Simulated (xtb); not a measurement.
C6H13O3, charge +2, doublet, geometry from GFN2-xTB of the parent state (a state made from the parent by changing its charge; the spin is typed, not shown lowest); GFN2-xTB (xtb 6.7.1).

Here is a job for xtb.
```
$ xtb mol.xyz --gfn 2 --chrg 2 --uhf 1 --json

# file mol.xyz
22

C      3.95458458     0.54005173    -0.81426712
O      3.29792334    -0.57265350    -0.38070668
C      1.89713087    -0.51733289    -0.42104482
C      1.34177247     0.39623132     0.69245898
O     -0.03291691     0.64742175     0.57505320
C     -0.86611075    -0.41172288     0.99382332
C     -2.31785136     0.00564987     0.78912803
O     -2.69696075    -0.29665777    -0.53153265
C     -3.98335874     0.16411432    -0.85195788
H      5.02065834     0.43022957    -0.80922714
H      3.46792314     1.18958572    -1.52169950
H      1.54282694    -0.13816912    -1.38924016
H      1.55389367    -1.54621178    -0.28827200
H      1.58253291    -0.03664954     1.67449105
H      1.83172198     1.37115222     0.60795202
H     -0.68199352    -0.63029977     2.05681713
H     -0.68348550    -1.31910175     0.40591165
H     -2.40591963     1.08491275     0.97854974
H     -2.96680410    -0.53149007     1.49921393
H     -4.04986877     1.25548999    -0.76307065
H     -4.17069644    -0.12835266    -1.88287971
H     -4.74215675    -0.28792824    -0.19990064
```

Q: What does xtb print? Leave out banner, timings and long lists.

A: 
```
   ID    Z sym.   atoms
    1    6 C      1, 3, 4, 6, 7, 9
    2    8 O      2, 5, 8
    3    1 H      10-22

           -------------------------------------------------
          |                Calculation Setup                |
           -------------------------------------------------

           -------------------------------------------------
          |                 G F N 2 - x T B                 |
           -------------------------------------------------

          ...................................................
          :                      SETUP                      :
          :.................................................:
          :  # basis functions                  49          :
          :  # atomic orbitals                  49          :
          :  # shells                           31          :
          :  # electrons                        53          :
          :  max. iterations                   250          :
          :  Hamiltonian                  GFN2-xTB          :
          :  restarted?                      false          :
          :  GBSA solvation                  false          :
          :  PC potential                    false          :
          :  electronic temp.          300.0000000     K    :
          :  accuracy                    1.0000000          :
          :  -> integral cutoff          0.2500000E+02      :
          :  -> integral neglect         0.1000000E-07      :
          :  -> SCF convergence          0.1000000E-05 Eh   :
          :  -> wf. convergence          0.1000000E-03 e    :
          :  Broyden damping             0.4000000          :
          :  net charge                          2          :
          :  unpaired electrons                  1          :
          ...................................................

 iter      E             dE          RMSdq      gap      omega  full diag
   1    -30.7534187 -0.307534E+02  0.469E+00    2.80       0.0  T
   2    -30.6530319  0.100387E+00  0.313E+00    0.96       1.0  T
   3    -30.4710378  0.181994E+00  0.311E+00    0.08       1.0  T
   4    -30.7118262 -0.240788E+00  0.240E+00    3.25       1.0  T
   5    -30.7763189 -0.644927E-01  0.110E+00    1.69       1.0  T
   6    -30.7859306 -0.961179E-02  0.822E-01    1.30       1.0  T
   7    -30.7953469 -0.941626E-02  0.480E-01    1.10       1.0  T
   8    -30.7569543  0.383926E-01  0.110E+00    1.27       1.0  T
   9    -30.7961646 -0.392103E-01  0.386E-01    1.18       1.0  T
  10    -30.7975623 -0.139774E-02  0.299E-01    1.13       1.0  T
  11    -30.8005479 -0.298554E-02  0.788E-02    1.08       1.0  T
  12    -30.8005838 -0.358741E-04  0.692E-02    1.09       1.0  T
  13    -30.8007502 -0.166435E-03  0.634E-03    1.09       3.4  T
  14    -30.8007505 -0.350456E-06  0.456E-03    1.10       4.7  T
  15    -30.8007508 -0.291573E-06  0.306E-03    1.10       7.0  T
  16    -30.8007511 -0.286615E-06  0.420E-04    1.10      50.8  T
  17    -30.8007511 -0.400951E-08  0.759E-05    1.10     280.8  T

   *** convergence criteria satisfied after 17 iterations ***

         :::::::::::::::::::::::::::::::::::::::::::::::::::::
         ::                     SUMMARY                     ::
         :::::::::::::::::::::::::::::::::::::::::::::::::::::
         :: total energy             -30.512814409545 Eh    ::
         :: gradient norm              0.165840525296 Eh/a0 ::
         :: HOMO-LUMO gap              1.098075796064 eV    ::
         ::.................................................::
         :: SCC energy               -30.800781253612 Eh    ::
         :: -> isotropic ES            0.317209030037 Eh    ::
         :: -> anisotropic ES         -0.016007605781 Eh    ::
         :: -> anisotropic XC          0.012293042211 Eh    ::
         :: -> dispersion             -0.010122292759 Eh    ::
         :: repulsion energy           0.287966844067 Eh    ::
         :: add. restraining           0.000000000000 Eh    ::
         :: total charge               2.000000000007 e     ::
         :::::::::::::::::::::::::::::::::::::::::::::::::::::

           -------------------------------------------------
          |                Property Printout                |
           -------------------------------------------------

    * Orbital Energies and Occupations

         #    Occupation            Energy/Eh            Energy/eV
      -------------------------------------------------------------
         1        2.0000           -1.0914602             -29.7001
       ...           ...                  ...                  ...
        15        2.0000           -0.8655025             -23.5515
        16        2.0000           -0.8550060             -23.2659
        17        2.0000           -0.8429531             -22.9379
        18        2.0000           -0.8324472             -22.6520
        19        2.0000           -0.8160955             -22.2071
        20        2.0000           -0.8108225             -22.0636
        21        2.0000           -0.7949332             -21.6312
        22        2.0000           -0.7858048             -21.3828
        23        2.0000           -0.7758636             -21.1123
        24        2.0000           -0.7599501             -20.6793
        25        2.0000           -0.7580804             -20.6284
        26        1.8995           -0.7277433             -19.8029
        27        1.1005           -0.7235790             -19.6896 (HOMO)
        28                         -0.6832254             -18.5915 (LUMO)
        29                         -0.3378955              -9.1946
        30                         -0.2925457              -7.9606
        31                         -0.2756054              -7.4996
        32                         -0.2423001              -6.5933
        33                         -0.2310503              -6.2872
        34                         -0.2180417              -5.9332
        35                         -0.1922045              -5.2302
        36                         -0.1818568              -4.9486
        37                         -0.1731438              -4.7115
        38                         -0.1639401              -4.4610
       ...                                ...                  ...
        49                          0.0058682               0.1597
      -------------------------------------------------------------
                  HL-Gap            0.0403535 Eh            1.0981 eV
             Fermi-level           -0.7145287 Eh          -19.4433 eV

     #   Z          covCN         q      C6AA      α(0)
     1   6 C        2.738     0.121    25.318     8.238
     2   8 O        1.704     0.002    14.454     5.133
     3   6 C        3.704     0.026    20.275     6.438
     4   6 C        3.696     0.055    19.814     6.368
     5   8 O        1.701    -0.196    17.269     5.611
     6   6 C        3.697     0.047    19.953     6.389
     7   6 C        3.706     0.041    20.019     6.396
     8   8 O        1.702    -0.099    15.828     5.371
     9   6 C        3.656    -0.011    21.082     6.591
    10   1 H        0.926     0.226     0.978     1.546
    11   1 H        0.926     0.193     1.137     1.667
    12   1 H        0.923     0.129     1.544     1.943
    13   1 H        0.924     0.146     1.422     1.865
    14   1 H        0.923     0.112     1.679     2.027
    15   1 H        0.924     0.124     1.581     1.966
    16   1 H        0.923     0.126     1.570     1.959
    17   1 H        0.924     0.115     1.657     2.013
    18   1 H        0.923     0.157     1.346     1.814
    19   1 H        0.923     0.165     1.294     1.779
    20   1 H        0.924     0.178     1.217     1.725
    21   1 H        0.925     0.160     1.324     1.799
    22   1 H        0.924     0.184     1.183     1.701

 Mol. C6AA /au·bohr⁶  :       2974.072578
 Mol. C8AA /au·bohr⁸  :      64488.960985
 Mol. α(0) /au        :         80.340197

Wiberg/Mayer (AO) data.
largest (>0.10) Wiberg bond orders for each atom

 ---------------------------------------------------------------------------
     #   Z sym  total        # sym  WBO       # sym  WBO       # sym  WBO
 ---------------------------------------------------------------------------
     1   6 C    3.719 --     2 O    1.605    11 H    0.940    10 H    0.929
     2   8 O    2.655 --     1 C    1.605     3 C    0.981
     3   6 C    3.866 --     2 O    0.981    12 H    0.944    13 H    0.942
                             4 C    0.901
     4   6 C    3.918 --     5 O    1.026    14 H    0.945    15 H    0.942
                             3 C    0.901
     5   8 O    2.229 --     4 C    1.026     6 C    0.990
     6   6 C    3.913 --     7 C    1.005     5 O    0.990    17 H    0.928
                            16 H    0.918
     7   6 C    3.911 --     8 O    1.046     6 C    1.005    18 H    0.894
                            19 H    0.871
     8   8 O    2.330 --     9 C    1.092     7 C    1.046
     9   6 C    3.850 --     8 O    1.092    21 H    0.956    20 H    0.863
                            22 H    0.854
    10   1 H    0.949 --     1 C    0.929
    11   1 H    0.963 --     1 C    0.940
    12   1 H    0.983 --     3 C    0.944
    13   1 H    0.978 --     3 C    0.942
    14   1 H    0.977 --     4 C    0.945
    15   1 H    0.983 --     4 C    0.942
    16   1 H    0.963 --     6 C    0.918
    17   1 H    0.970 --     6 C    0.928
    18   1 H    0.960 --     7 C    0.894
    19   1 H    0.953 --     7 C    0.871
    20   1 H    0.941 --     9 C    0.863
    21   1 H    0.974 --     9 C    0.956
    22   1 H    0.937 --     9 C    0.854
 ---------------------------------------------------------------------------

Topologies differ in total number of bonds
Writing topology from bond orders to xtbtopo.mol

molecular dipole:
                 x           y           z       tot (Debye)
 q only:        0.244       0.388      -0.464
   full:        0.234       0.361      -0.385       1.467
molecular quadrupole (traceless):
                xx          xy          yy          xz          yz          zz
 q only:       74.282       4.581     -40.895      -9.763      -3.691     -33.388
  q+dip:       71.831       4.753     -39.672     -11.436      -4.643     -32.159
   full:       72.875       4.817     -40.557     -11.377      -3.843     -32.317

           -------------------------------------------------
          | TOTAL ENERGY              -30.512814409545 Eh   |
          | GRADIENT NORM               0.165840525296 Eh/α |
          | HOMO-LUMO GAP               1.098075796064 eV   |
           -------------------------------------------------

normal termination of xtb
```
